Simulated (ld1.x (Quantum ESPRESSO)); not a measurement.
## Rb, PAW: configuration errors across variants

| Property | Result |
| --- | --- |
| Element | rubidium |
| Generator | ld1.x (Quantum ESPRESSO) 7.5 |
| Type | PAW |
| Functional | LDA (PZ) |
| Relativity | fully relativistic |
| Frozen core | [Ar] 3d10 |
| Valence charge | 9 |
| Reference configuration | 4s2 4p6 5s1 5p0 |
| Partial waves | 4s (bound): rcut 2.00, rcutus 2.35 bohr; 5s (bound): rcut 2.00, rcutus 2.35 bohr; 4p (bound): rcut 2.35, rcutus 2.55 bohr; 5p (bound, empty): rcut 2.35, rcutus 2.55 bohr; 4d channel at -0.15 Ry: rcut 1.65, rcutus 2.10 bohr; 4d channel at 2.2 Ry: rcut 1.65, rcutus 2.10 bohr |
| Local potential | all-electron potential smoothed inside 2.15 bohr (lloc = -1) |
| Core correction | a·sin(br)/r model core, default radius (ld1.x builds one for every PAW set, though the input has nlcc=.false.) |
| Augmentation charge | PSQ, inside the norm-conserving radii |

Open shells are filled in proportion to 2j + 1 (rel_dist='average').

All-electron excitation energies from the reference (eV): (1) 4s2 4p6 5s0 5p0 4.277; (2) 4s2 4p6 5s0.5 5p0 1.659; (3) 4s2 4p6 5s0 5p1 1.620.

The default core radius of the base comes out at 0.93 bohr.

3 further variants failed, have other tests or too few solved ones, and are left out.

Errors AE − PS in meV (a dash: test not solved or not reliable):

```tsv
change	(1)	(2)	(3)	bound ghosts
base	0.0	0.0	0.0	not determined
waves 4d channel at -0.15 Ry: rcut 1.65, rcutus 2.12 bohr; 4d channel at 2.2 Ry: rcut 1.65, rcutus 2.12 bohr	0.0	0.0	0.0	not determined
local potential all-electron potential smoothed inside 2.50 bohr (lloc = -1)	–	–	–	not determined
waves 4s (bound): rcut 2.00, rcutus 3.22 bohr; 5s (bound): rcut 2.00, rcutus 3.22 bohr	+24	+3.3	+21	not determined
type TM; waves now 4s (bound): rc 2.35 bohr; 4p (bound): rc 2.55 bohr; 4d channel at -0.15 Ry: rc 2.10 bohr; local potential all-electron potential smoothed inside 2.30 bohr (lloc = -1); core correction none	+83	+33	+69	none
local potential all-electron potential smoothed inside 2.24 bohr (lloc = -1)	–	–	–	not determined
augmentation BESSEL, radius 1.40 bohr	+0.1	0.0	0.0	not determined
```

Problem. Give the same row for: core correction a·sin(br)/r model core inside 1.38 bohr.

Solution. -0.1, 0.0, +0.1; bound ghosts: not determined.
